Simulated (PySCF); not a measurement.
Cartesian coordinates in Å; atom numbers follow the order of the lines, from 1:
```xyz
6

Ga    0.324    0.637   -0.013
Cl    2.430    0.817    0.272
Cl   -0.808    2.411   -0.345
N    -0.482   -0.959    0.026
H    -1.477   -1.077   -0.111
H     0.012   -1.829    0.171
```

- shieldings: GIAO B3LYP/pcSseg-1 (pcSseg-2 on Ga)
- PBE0-D3(BJ)/def2-SVP structure
- code: PySCF 2.14
- one conformer, non-relativistic Hamiltonian, no solvent model, averaged over atoms made equivalent by symmetry, fast rotation or ring inversion

Shifts are taken against calculated references (same method and geometry level): TMS for ¹H (σref 31.38); [Ga(H2O)6]3+ for ⁷¹Ga (σref 1798.95); ³⁵Cl (σref 930.46) vs HCl; NH3 for ¹⁵N (σref 263.54).

```
  atoms  nucleus  count  δ (ppm)
     N4      ¹⁵N      1     50.2
    Ga1     ⁷¹Ga      1        ?
Cl2/Cl3     ³⁵Cl      2        ?
  H5/H6       ¹H      2     1.82
```

Task: Complete the table.

Result: 
- Ga1: 449 ppm, Ga bonded to 2 Cl, N
- Cl2/Cl3: 13 ppm, chlorine bonded to Ga

Relativistic effects, spin–orbit coupling among them, are left out; they matter for Ga and for the light atoms bonded to it. Exchangeable OH/NH protons stand at their gas-phase positions; hydrogen bonding in a real sample shifts them, mostly to higher δ. Experimental scales use liquid or dissolved standards, which lie at an offset from isolated NH3 (liquid NH3: subtract about 20 ppm).
